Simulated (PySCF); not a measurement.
All values below come from PBE-D3(BJ)/def2-TZVP // CAM-B3LYP-D3(BJ)/def2-TZVP run with PySCF. Isolated molecules, 0 K electronic values unless said otherwise. One relaxed conformer stands for a flexible species; it need not be the lowest. Excitations are Tamm–Dancoff values on a coarser integration grid. The basis has no diffuse functions, so Rydberg states are missing or too high.

Reference species (SMILES): `[NH2][InH2]` (neutral, multiplicity 1).

- HOMO: -5.66 eV
- T1 excitation (TDA): 3.53 eV
- HOMO–LUMO gap: 3.90 eV
- LUMO: -1.76 eV

Changed species: `[NH2][InH][NH2]` (1 of 3 NH2 replaced by H; the reference has 2 of 3 NH2 replaced by H).

Q: Predict the effect on the HOMO, T1 excitation (TDA), HOMO–LUMO gap and LUMO.

A: the HOMO rises by 0.47 eV, to -5.19 eV; the T1 excitation (TDA) goes up by 0.38 eV, to 3.91 eV; the HOMO–LUMO gap increases by 0.26 eV, to 4.16 eV; the LUMO rises by 0.73 eV, to -1.03 eV.
